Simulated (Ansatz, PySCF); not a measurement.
Gas-phase reaction in SMILES: OCO -> [O-]CO + H+
Geometries: B3LYP-D3(BJ)/def2-TZVP minima from Ansatz (a program for electronic structure), one conformer each, not searched for the lowest.

Wanted: gas-phase deprotonation energy (0 K, with B3LYP-D3(BJ) harmonic zero-point energies from PySCF), in kcal/mol. Correlated levels leave the core frozen unless marked. No spin-orbit coupling. No relativistic terms. Anions need diffuse functions: aug- sets have them; def2-D sets add few; the other sets have none. Basis-set limits of correlation are two-point, X^-3; Hartree-Fock from the larger set. The bracket is a focal-point correction in the basis named.

| level | program | gas-phase deprotonation energy (kcal/mol) |
|---|---|---|
| PBE0-D3(BJ)/def2-TZVP | Ansatz + dftd3 | ? |
| BHLYP/def2-TZVPD | Ansatz | 368.8 |
| r2SCANh-D4/def2-TZVPD | Ansatz + dftd4 | 364.6 |
| CAM-B3LYP-D3(BJ)/def2-TZVPD | Ansatz + dftd3 | ? |
| RI-MP2/CBS(aug-cc-pVTZ,aug-cc-pVQZ)+[CCSD(T)-MP2]/aug-cc-pVTZ | Ansatz | 365.9 |

Q: Some entries are withheld; supply them.

A: 
- PBE0-D3(BJ)/def2-TZVP, gas-phase deprotonation energy (kcal/mol): 369.6
- CAM-B3LYP-D3(BJ)/def2-TZVPD, gas-phase deprotonation energy (kcal/mol): 363.1
